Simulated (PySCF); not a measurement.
C3H4FNSi, SMILES F[Si@H]1C=CC=N1. The structure is a stationary point at ωB97X-D3(BJ)/def2-SVP. The structure was generated by enumeration; whether it is a known compound was not checked.

Computed with PySCF with ωB97X-D3(BJ)/def2-SVP.

Harmonic wavenumbers (cm⁻¹): 143, 230, 407, 453, 525, 666, 722, 750, 770, 852, 884, 942, 961, 985, 1033, 1093, 1321, 1371, 1643, 1731, 2320, 3107, 3203, 3254. Rotational constants (GHz): 5.812, 2.708, 2.100; symmetry number 1.

### Question
Work out the zero-point energy and the ideal-gas rigid-rotor harmonic-oscillator thermochemistry at 298.15 K and 1 atm.

### Answer
ZPE = ½ Σ hcν = ½ × 29365 cm⁻¹ = 41.98 kcal/mol. H − E(el) = 46.03 kcal/mol. Entropy in cal/(mol K): translation 39.75, rotation 26.68, vibration 8.92, total 75.35. G − E(el) = 23.57 kcal/mol. Cp = 22.10 cal/(mol K). Modes under 150 cm⁻¹ make the vibrational entropy uncertain.
